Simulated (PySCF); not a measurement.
PySCF input for B(Cl)(Et)(NH2) (C₂H₇BClN), SMILES CCB(N)Cl, PBE-D3(BJ)/def2-SVP. Geometry: PBE-D3(BJ)/def2-SVP. This is a generated structure with no PubChem entry under its InChIKey; it may be hypothetical. One conformer was computed; it need not be the lowest.

```python
import numpy as np
from pyscf import gto, scf, dft, df
from pyscf.hessian import thermo

mol = gto.M(
    atom='''
    B    -0.20686812    0.14228202   -0.00000000
    Cl    0.39084530    1.83839003    0.00000000
    C     0.83808911   -1.04361238    0.00000000
    C     0.25093022   -2.45938782   -0.00000000
    H     1.50900145   -0.89762371   -0.87661612
    H     1.50900145   -0.89762372    0.87661612
    H    -0.38228879   -2.63971335    0.89473219
    H    -0.38228880   -2.63971335   -0.89473218
    H     1.03655753   -3.24208552    0.00000000
    N    -1.59369806   -0.05192272    0.00000000
    H    -2.26494292    0.71598434   -0.00000000
    H    -2.01329895   -0.98180500    0.00000000
    ''',
    basis='def2-SVP',
    charge=0,
    spin=0,
    max_memory=1600,
    verbose=3,
)
mf = dft.RKS(mol, xc='pbe').density_fit(auxbasis='def2-universal-jkfit')
mf.disp = 'd3bj'
mf.grids.level = 3
mf.conv_tol = 1e-11
mf.max_cycle = 100
mf.kernel()

# analytic Hessian; the response equations are solved on a coarser grid
h, args, fine = mf.Hessian(), (mf.mo_energy, mf.mo_coeff, mf.mo_occ), mf.grids
h.max_memory = max(150, 2.5e-5 * df.make_auxmol(mol, mf.with_df.auxbasis).nao * mol.nelec[0] * (mol.nelec[0] + mol.nao))  # MB; small integral blocks
h1ao = h.make_h1(mf.mo_coeff, mf.mo_occ)
mf.grids = dft.Grids(mol).set(level=1).build(with_non0tab=True)
mo1, mo_e1 = h.solve_mo1(*args, h1ao)
mf.grids = fine
hess = h.hess_elec(*args, mo1, mo_e1, h1ao) + h.hess_nuc()
if mf.do_disp():
    hess += h.get_dispersion()
for i in range(mol.natm):  # the analytic DFT Hessian lacks the response of the grid: restore translational invariance
    hess[i, i] -= hess[i].sum(axis=0)
hess = (hess + hess.transpose(1, 0, 3, 2)) / 2
vib = thermo.harmonic_analysis(mol, hess, imaginary_freq=False)
thermo.dump_normal_mode(mol, vib)
th = thermo.thermo(mf, vib['freq_au'][vib['freq_au'] > 0], 298.15, 101325)
thermo.dump_thermo(mol, th)
g0 = mf.nuc_grad_method().set(verbose=0).kernel()

# dipole derivatives [dipole axis, atom, xyz] from the same response
r, irp = mol.intor('int1e_r'), mol.intor('int1e_irp').reshape(3, 3, mol.nao, mol.nao)
sl, dm0, ok = mol.aoslice_by_atom(), np.array(mf.make_rdm1()), []
dmu = np.einsum('a,xt->xat', mol.atom_charges(), np.eye(3))
for a, (_, _, p0, p1) in enumerate(sl):
    dmu[:, a] += 2 * np.einsum('xtij,ij->xt', irp[:, :, :, p0:p1], dm0.reshape(-1, mol.nao, mol.nao).sum(0)[:, p0:p1])
    for u, c, occ, f in [(mo1, mf.mo_coeff, mf.mo_occ, 4)]:
        dmu[:, a] -= f * np.einsum('tui,xuv,vi->xt', u[a], r, c[:, occ > 0], optimize=True)
L = vib['norm_mode']
ir = 974.8801 * (np.einsum('xat,kat->kx', dmu, L) ** 2).sum(1)       # km/mol
apt = np.einsum('xax->a', dmu) / 3

# polarisability derivatives from nuclear gradients in small electric fields
h0, F = mf.get_hcore(), 0.005
def in_field(f, guess):
    m = mf.copy()
    m.verbose, m.conv_tol, m.conv_tol_grad = 0, 1e-11, 2e-7
    m.get_hcore = lambda *a: h0 + np.einsum('x,xij->ij', f, r)
    m.kernel(guess)
    ok.append(m.converged)
    dm = np.array(m.make_rdm1())
    g = m.nuc_grad_method().kernel() - np.outer(mol.atom_charges(), f)
    for a, (_, _, p0, p1) in enumerate(sl):
        g[a] -= 2 * np.einsum('x,xtij,ij->t', f, irp[:, :, :, p0:p1], dm[:, p0:p1])
    return g, -np.einsum('xij,ij->x', r, dm), dm
E = np.eye(3) * F
g0, _, dm0 = in_field(np.zeros(3), dm0)
gp = [in_field(e, dm0) for e in E]
gm = [in_field(-e, 2 * dm0 - p[2]) for e, p in zip(E, gp)]
alpha = np.array([(p[1] - q[1]) / (2 * F) for p, q in zip(gp, gm)])  # bohr^3
check = abs(np.array([-(p[0] - q[0]) / (2 * F) for p, q in zip(gp, gm)]) - dmu).max()
print('static polarisability / bohr^3:', alpha.round(3))
print('largest difference of analytic and finite-field dipole derivatives / e:', check)
da = np.zeros((3, 3, mol.natm, 3))
for x in range(3):
    da[x, x] = -(gp[x][0] + gm[x][0] - 2 * g0) / F**2
for x, y in ((0, 1), (0, 2), (1, 2)):
    up, down = in_field(E[x] + E[y], gp[x][2] + gp[y][2] - dm0), in_field(-E[x] - E[y], gm[x][2] + gm[y][2] - dm0)
    both = -(up[0] + down[0] - 2 * g0) / F**2
    da[x, y] = da[y, x] = (both - da[x, x] - da[y, y]) / 2
aq = np.einsum('xyat,kat->kxy', da, L) * 0.529177210903**2           # A^2/amu^1/2
a = np.einsum('kxx->k', aq) / 3
g2 = 1.5 * (aq**2).sum((1, 2)) - 4.5 * a**2
raman, depol = 45 * a**2 + 7 * g2, 3 * g2 / (45 * a**2 + 4 * g2 + 1e-12)
print('mode   freq/cm-1   IR/(km/mol)   Raman/(A^4/amu)   depolarisation')
for k, w in enumerate(vib['freq_wavenumber']):
    print(f'{k + 1:4d} {w:11.2f} {ir[k]:13.3f} {raman[k]:17.3f} {depol[k]:16.3f}')
print('max |gradient| / (hartree/bohr):', abs(g0).max())
print('APT charges:', apt.round(4))
```

Program output:

```
converged SCF energy = -619.666951128676

WARN: DFTD3 does not support analytical Hessian, using finite difference


WARN: Mole.unit (angstrom) is changed to Bohr

Mode                                 0                   1                   2
Irrep
Freq [cm^-1]                       74.2604            190.6537            217.8149
Reduced mass [au]                   2.0348              3.2728              1.1330
Force const [Dyne/A]                0.0066              0.0701              0.0317
Char temp [K]                     106.8441            274.3083            313.3872
Normal mode                   x     y     z       x     y     z       x     y     z
       0   B                -0.00  0.00  0.05   -0.09  0.00 -0.00   -0.00 -0.00  0.06
       1  Cl                 0.00 -0.00 -0.05    0.04 -0.04  0.00    0.00 -0.00 -0.01
       2   C                -0.00  0.00  0.13   -0.06  0.04 -0.00    0.00  0.00  0.07
       3   C                 0.00 -0.00 -0.12    0.13 -0.04  0.00    0.00  0.00 -0.02
       4   H                 0.17  0.08  0.28   -0.07  0.11  0.01   -0.03  0.05  0.06
       5   H                -0.17 -0.08  0.28   -0.07  0.11 -0.01    0.03 -0.05  0.06
       6   H                -0.17 -0.09 -0.26    0.16 -0.13 -0.00    0.40 -0.23  0.21
       7   H                 0.17  0.09 -0.26    0.16 -0.13  0.00   -0.40  0.23  0.21
       8   H                 0.00  0.00 -0.04    0.25  0.08  0.00   -0.00 -0.00 -0.58
       9   N                -0.00  0.00  0.07   -0.10  0.09 -0.00   -0.00 -0.00 -0.04
      10   H                -0.00  0.00  0.03   -0.05  0.13  0.00   -0.00 -0.00 -0.12
      11   H                -0.00  0.00  0.11   -0.17  0.11 -0.00   -0.00 -0.00 -0.00
Mode                                 3                   4                   5
Irrep
Freq [cm^-1]                      298.4220            370.8623            400.6295
Reduced mass [au]                   3.7500              3.5805              1.7829
Force const [Dyne/A]                0.1968              0.2901              0.1686
Char temp [K]                     429.3628            533.5883            576.4167
Normal mode                   x     y     z       x     y     z       x     y     z
       0   B                -0.07  0.02 -0.00    0.03 -0.05 -0.00    0.00 -0.00  0.20
       1  Cl                 0.06 -0.04  0.00   -0.04 -0.09  0.00   -0.00 -0.00 -0.02
       2   C                -0.01  0.10 -0.00    0.10  0.04 -0.00    0.00  0.00  0.01
       3   C                -0.02  0.12  0.00   -0.01  0.10  0.00   -0.00  0.00 -0.02
       4   H                -0.02  0.13 -0.00    0.08  0.05 -0.01   -0.33  0.09 -0.23
       5   H                -0.02  0.13  0.00    0.08  0.05  0.01    0.33 -0.09 -0.23
       6   H                -0.03  0.15  0.00   -0.03  0.19 -0.00   -0.12  0.01 -0.10
       7   H                -0.03  0.15 -0.00   -0.03  0.19  0.00    0.12 -0.01 -0.10
       8   H                -0.05  0.09  0.00   -0.11  0.00 -0.00   -0.00  0.00  0.10
       9   N                -0.05 -0.12  0.00    0.01  0.08  0.00   -0.00  0.00 -0.03
      10   H                -0.17 -0.23  0.00    0.17  0.22  0.00    0.00  0.00 -0.31
      11   H                 0.10 -0.18  0.00   -0.17  0.17  0.00   -0.00  0.00 -0.12
Mode                                 6                   7                   8
Irrep
Freq [cm^-1]                      497.9552            593.5846            630.6089
Reduced mass [au]                   1.2429              1.1517              3.6527
Force const [Dyne/A]                0.1816              0.2391              0.8558
Char temp [K]                     716.4466            854.0360            907.3058
Normal mode                   x     y     z       x     y     z       x     y     z
       0   B                -0.00 -0.00 -0.03    0.00 -0.00  0.09   -0.06 -0.10  0.00
       1  Cl                 0.00  0.00 -0.00   -0.00  0.00 -0.02    0.03  0.06 -0.00
       2   C                 0.00 -0.00 -0.02    0.00 -0.00 -0.01    0.13 -0.05  0.00
       3   C                 0.00 -0.00  0.00   -0.00 -0.00  0.00    0.01 -0.01 -0.00
       4   H                 0.09 -0.02  0.05    0.05  0.01  0.03    0.11 -0.04 -0.01
       5   H                -0.09  0.02  0.05   -0.05 -0.01  0.03    0.11 -0.04  0.01
       6   H                 0.03  0.02  0.03    0.01  0.02  0.02   -0.04  0.12 -0.01
       7   H                -0.03 -0.02  0.03   -0.01 -0.02  0.02   -0.04  0.12  0.01
       8   H                -0.00 -0.00 -0.02   -0.00 -0.00 -0.00   -0.15 -0.16  0.00
       9   N                -0.00 -0.00  0.12   -0.00 -0.00 -0.05   -0.12 -0.04 -0.00
      10   H                 0.00  0.00 -0.41   -0.00  0.00  0.76    0.02  0.09  0.00
      11   H                -0.00  0.00 -0.77   -0.00 -0.00 -0.52   -0.32  0.05  0.00
Mode                                 9                  10                  11
Irrep
Freq [cm^-1]                      724.6085            796.5049            954.9747
[...]
      11   H                 0.20 -0.06 -0.00   -0.18  0.06  0.00   -0.00  0.00  0.02
Mode                                21                  22                  23
Irrep
Freq [cm^-1]                     1432.0511           1539.9223           2958.2987
Reduced mass [au]                   1.0868              1.5382              1.0379
Force const [Dyne/A]                1.3132              2.1491              5.3519
Char temp [K]                    2060.4026           2215.6053           4256.3331
Normal mode                   x     y     z       x     y     z       x     y     z
       0   B                -0.05  0.01  0.00   -0.11 -0.01  0.00   -0.00  0.00 -0.00
       1  Cl                 0.00 -0.00 -0.00    0.00  0.00 -0.00    0.00 -0.00 -0.00
       2   C                 0.03 -0.03  0.00    0.01 -0.01  0.00    0.00  0.00 -0.00
       3   C                 0.04 -0.02  0.00   -0.00  0.00 -0.00   -0.03 -0.04  0.00
       4   H                 0.01  0.06 -0.00    0.03 -0.01  0.01   -0.02 -0.01  0.03
       5   H                 0.01  0.06  0.00    0.03 -0.01 -0.01   -0.02 -0.01 -0.03
       6   H                -0.49  0.02 -0.35    0.02 -0.01  0.01    0.34  0.09 -0.49
       7   H                -0.49  0.02  0.35    0.02 -0.01 -0.01    0.34  0.09  0.49
       8   H                 0.31  0.28 -0.00   -0.00  0.00  0.00   -0.35  0.33  0.00
       9   N                 0.02  0.00  0.00    0.13  0.02 -0.00    0.00 -0.00  0.00
      10   H                 0.06  0.03 -0.00   -0.36 -0.41  0.00    0.00  0.00  0.00
      11   H                 0.06 -0.02  0.00   -0.48  0.29  0.00    0.00  0.00  0.00
Mode                                24                  25                  26
Irrep
Freq [cm^-1]                     2965.2718           3000.6069           3038.6710
Reduced mass [au]                   1.0633              1.0979              1.1025
Force const [Dyne/A]                5.5085              5.8240              5.9979
Char temp [K]                    4266.3660           4317.2052           4371.9711
Normal mode                   x     y     z       x     y     z       x     y     z
       0   B                 0.00  0.00  0.00   -0.00 -0.00 -0.00    0.00 -0.00  0.00
       1  Cl                -0.00 -0.00  0.00    0.00  0.00  0.00   -0.00  0.00 -0.00
       2   C                 0.07  0.01 -0.00   -0.00 -0.00 -0.08   -0.00 -0.00  0.02
       3   C                -0.00  0.00  0.00   -0.00  0.00  0.02   -0.00  0.00  0.09
       4   H                -0.40 -0.08  0.55   -0.40 -0.08  0.51    0.11  0.02 -0.14
       5   H                -0.40 -0.08 -0.55    0.40  0.08  0.51   -0.11 -0.02 -0.14
       6   H                -0.01  0.00  0.01    0.10  0.02 -0.14    0.37  0.10 -0.52
       7   H                -0.01  0.00 -0.01   -0.10 -0.02 -0.14   -0.37 -0.10 -0.52
       8   H                 0.07 -0.06  0.00    0.00 -0.00  0.01    0.00 -0.00  0.02
       9   N                -0.00 -0.00  0.00   -0.00 -0.00 -0.00    0.00  0.00 -0.00
      10   H                -0.00  0.00  0.00    0.00 -0.00 -0.00   -0.00  0.00  0.00
      11   H                -0.00 -0.00  0.00    0.00  0.00  0.00    0.00 -0.00  0.00
Mode                                27                  28                  29
Irrep
Freq [cm^-1]                     3046.8342           3513.4290           3620.1743
Reduced mass [au]                   1.1020              1.0497              1.0988
Force const [Dyne/A]                6.0273              7.6347              8.4843
Char temp [K]                    4383.7160           5055.0421           5208.6248
Normal mode                   x     y     z       x     y     z       x     y     z
       0   B                 0.00  0.00  0.00    0.00  0.00  0.00    0.00  0.00 -0.00
       1  Cl                -0.00 -0.00  0.00    0.00  0.00 -0.00   -0.00 -0.00  0.00
       2   C                 0.01  0.00  0.00    0.00 -0.00  0.00    0.00 -0.00 -0.00
       3   C                 0.08 -0.04  0.00    0.00  0.00  0.00   -0.00 -0.00 -0.00
       4   H                -0.03 -0.01  0.04   -0.00 -0.00  0.00   -0.00  0.00 -0.00
       5   H                -0.03 -0.01 -0.04   -0.00 -0.00 -0.00   -0.00  0.00  0.00
       6   H                -0.17 -0.06  0.27   -0.00 -0.00  0.00    0.00  0.00 -0.00
       7   H                -0.17 -0.06 -0.27   -0.00 -0.00 -0.00    0.00  0.00  0.00
       8   H                -0.59  0.58  0.00    0.00 -0.00 -0.00    0.00  0.00 -0.00
       9   N                -0.00  0.00 -0.00   -0.05 -0.01 -0.00   -0.01  0.08  0.00
      10   H                -0.00 -0.00 -0.00    0.43 -0.51  0.00    0.46 -0.52 -0.00
      11   H                -0.00 -0.00  0.00    0.28  0.65 -0.00   -0.27 -0.59 -0.00
temperature 298.1500 [K]
pressure 101325.00 [Pa]
Rotational constants [GHz] 7.33564 2.15131 1.69884
Symmetry number 1
Zero-point energy (ZPE) 0.09544 [Eh]   250588.902 [J/mol]
                           tot       elec      trans        rot        vib
Entropy [J/mol/K]       337.229      0.000    165.051    112.490     59.688
Cv [J/mol/K]             98.237      0.000     12.472     12.472     73.293
Cp [J/mol/K]            106.551      0.000     20.786     12.472     73.293
Internal energy [J/mol]                      3718.434   3718.434 260830.242
Internal energy [Eh]   -619.56477  -619.66695
Enthalpy [J/mol]                             6197.391   3718.434 260830.242
Enthalpy [Eh]          -619.56383
Gibbs free energy [J/mol]                  -43012.582 -29820.467 243034.359
Gibbs free energy [Eh] -619.60212
static polarisability / bohr^3: [[54.01   2.292 -0.   ]
 [ 2.295 60.791 -0.   ]
 [-0.    -0.    38.448]]
largest difference of analytic and finite-field dipole derivatives / e: 0.0009908286767328356
mode   freq/cm-1   IR/(km/mol)   Raman/(A^4/amu)   depolarisation
   1       74.26         0.678             0.083            0.750
   2      190.65         1.825             0.388            0.750
   3      217.81         0.060             0.107            0.750
   4      298.42         0.480             1.962            0.636
   5      370.86         3.815             2.295            0.278
   6      400.63        12.236             1.368            0.750
   7      497.96       120.167             0.598            0.750
   8      593.58        18.316             0.623            0.750
   9      630.61        18.726             6.745            0.149
  10      724.61        10.162             0.840            0.750
  11      796.50         5.530             2.506            0.189
  12      954.97         3.633             3.715            0.719
  13      964.27         0.070             0.219            0.750
  14     1007.90        44.266             3.246            0.264
  15     1082.68       124.388             1.814            0.723
  16     1206.38         0.276             4.246            0.750
  17     1273.20        61.012             1.923            0.578
  18     1333.01        35.991            11.010            0.685
  19     1355.19        23.557            11.248            0.503
  20     1376.64         2.094             3.543            0.737
  21     1429.79         5.920            19.483            0.750
  22     1432.05        13.664            12.743            0.663
  23     1539.92       178.414             4.461            0.727
  24     2958.30        27.996           145.386            0.003
  25     2965.27        16.676           103.289            0.094
  26     3000.61         2.093           107.769            0.750
  27     3038.67        29.016            29.843            0.750
  28     3046.83        24.100           104.384            0.618
  29     3513.43        29.463           141.025            0.118
  30     3620.17        32.889            72.074            0.745
max |gradient| / (hartree/bohr): 2.7107861154557965e-05
APT charges: [ 0.9301 -0.4688 -0.1955  0.0737 -0.0042 -0.0042 -0.0217 -0.0218 -0.0303
 -0.6551  0.2014  0.1964]
```

Self-consistency was reached.

Cost: very roughly 5 core-minutes.
